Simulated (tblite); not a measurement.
Isomers of C6H8F2Si. Calculated harmonic vibrations of the isolated species, GFN2-xTB (tblite), most abundant isotopes, no scaling. Against measured fundamentals such values can be off by several per cent, at times by over 20. Modes of hydrogen on silicon can be 10 to 20 % off. One conformer each.

Electronic energies: GFN2-xTB at the same geometries; isomer energies are rough at this level and their order can be wrong.

```tsv
SMILES	electronic energy, lowest = 0 (kcal/mol)
CC#C[C@@H]([SiH3])/C(F)=C\F	35.8
FC1=CC[C@](F)([SiH3])C=C1	5.1
CC#C[Si@@H](F)C/C=C\F	0.0
C#C[C@@H]1C[SiH2][C@@H](F)[C@@H]1F	26.2
C#C[SiH2]/C(CF)=C(/C)F	43.4
C[C@@]1(F)C=CC(F)=C[SiH2]1	9.1
```

**Question.** How do GFN2-xTB zero-point energies change the relative energies?

**Answer.** 
```json
{"SMILES": "CC#C[Si@@H](F)C/C=C\\F", "ZPE (kcal/mol)": "74.7", "of it from modes above 1550 cm⁻¹": "39.4", "electronic (kcal/mol)": "0.0", "with ZPE, lowest = 0 (kcal/mol)": "0.0", "lowest mode (cm⁻¹)": "27", "rings": "0"}
{"SMILES": "FC1=CC[C@](F)([SiH3])C=C1", "ZPE (kcal/mol)": "73.1", "of it from modes above 1550 cm⁻¹": "36.3", "electronic (kcal/mol)": "5.1", "with ZPE, lowest = 0 (kcal/mol)": "3.5", "lowest mode (cm⁻¹)": "41", "rings": "1"}
{"SMILES": "C[C@@]1(F)C=CC(F)=C[SiH2]1", "ZPE (kcal/mol)": "74.6", "of it from modes above 1550 cm⁻¹": "37.4", "electronic (kcal/mol)": "9.1", "with ZPE, lowest = 0 (kcal/mol)": "9.0", "lowest mode (cm⁻¹)": "47", "rings": "1"}
{"SMILES": "C#C[C@@H]1C[SiH2][C@@H](F)[C@@H]1F", "ZPE (kcal/mol)": "74.5", "of it from modes above 1550 cm⁻¹": "35.9", "electronic (kcal/mol)": "26.2", "with ZPE, lowest = 0 (kcal/mol)": "26.0", "lowest mode (cm⁻¹)": "63", "rings": "1"}
{"SMILES": "CC#C[C@@H]([SiH3])/C(F)=C\\F", "ZPE (kcal/mol)": "71.1", "of it from modes above 1550 cm⁻¹": "37.3", "electronic (kcal/mol)": "35.8", "with ZPE, lowest = 0 (kcal/mol)": "32.2", "lowest mode (cm⁻¹)": "2i", "rings": "0"}
{"SMILES": "C#C[SiH2]/C(CF)=C(/C)F", "ZPE (kcal/mol)": "72.5", "of it from modes above 1550 cm⁻¹": "38.2", "electronic (kcal/mol)": "43.4", "with ZPE, lowest = 0 (kcal/mol)": "41.2", "lowest mode (cm⁻¹)": "6", "rings": "0"}
```

The zero-point energies span 3.6 kcal/mol, from `CC#C[C@@H]([SiH3])/C(F)=C\F` to `CC#C[Si@@H](F)C/C=C\F`. Slightly imaginary modes are left out of the zero-point energy: `CC#C[C@@H]([SiH3])/C(F)=C\F` 1.9i cm⁻¹. The order is unchanged.

**Question.** What do entropy and thermal enthalpy add at 298.15 K and 1 bar (rigid rotor, harmonic oscillator, one conformer each)?

**Answer.** 
```json
{"SMILES": "CC#C[Si@@H](F)C/C=C\\F", "point group": "C1", "symmetry number": "1", "S (cal/(mol K))": "113.1", "H − H(0) (kcal/mol)": "8.12", "ZPE + H − H(0) − TS (kcal/mol)": "49.1"}
{"SMILES": "FC1=CC[C@](F)([SiH3])C=C1", "point group": "C1", "symmetry number": "1", "S (cal/(mol K))": "96.9", "H − H(0) (kcal/mol)": "6.77", "ZPE + H − H(0) − TS (kcal/mol)": "51.0"}
{"SMILES": "C[C@@]1(F)C=CC(F)=C[SiH2]1", "point group": "C1", "symmetry number": "1", "S (cal/(mol K))": "95.4", "H − H(0) (kcal/mol)": "6.71", "ZPE + H − H(0) − TS (kcal/mol)": "52.9"}
{"SMILES": "C#C[C@@H]1C[SiH2][C@@H](F)[C@@H]1F", "point group": "C1", "symmetry number": "1", "S (cal/(mol K))": "97.1", "H − H(0) (kcal/mol)": "6.82", "ZPE + H − H(0) − TS (kcal/mol)": "52.4"}
```

Not tabulated: `CC#C[C@@H]([SiH3])/C(F)=C\F` (lowest mode only 2i cm⁻¹); `C#C[SiH2]/C(CF)=C(/C)F` (lowest mode only 6 cm⁻¹).
